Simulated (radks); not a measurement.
Problem. Hg LXIV, 17 electrons, occupied as [Ne] 3s2 3p5 (the NIST ground configuration). Calculated with a radial shooting solver on a logarithmic mesh with Libxc functionals: scalar-relativistic Kohn-Sham, LDA (Slater exchange, VWN5 correlation), spin-polarised, spherical densities, finite nucleus; open shells are filled with parallel spins first (spin-orbit coupling, left out, can overturn this in heavy ions); Fermi nuclear charge, rms radius 5.4648 fm. Some entries of the table are withheld. Estimate them.

orbital  occ.  eigenvalue (eV)  <r^2> (bohr^2)  <1/r> (bohr^-1)
1s up       1        -88124.92       0.0003812            97.46
1s down     1        -88120.52       0.0003812            97.46
2s up       1        -19625.76        0.005693            23.08
2s down     1        -19622.19        0.005692            23.08
2p up       3        -17635.74             (1)            20.45
2p down     3        -17631.30             (2)            20.45
3s up       1        -7745.978         0.03255            9.216
3s down     1        -7736.292         0.03257            9.213
3p up       3        -7163.530         0.03236            8.455
3p down     2        -7153.798         0.03238            8.453

Solution. 
(1) 2p up <r^2> (bohr^2): 0.004779
(2) 2p down <r^2> (bohr^2): 0.004778
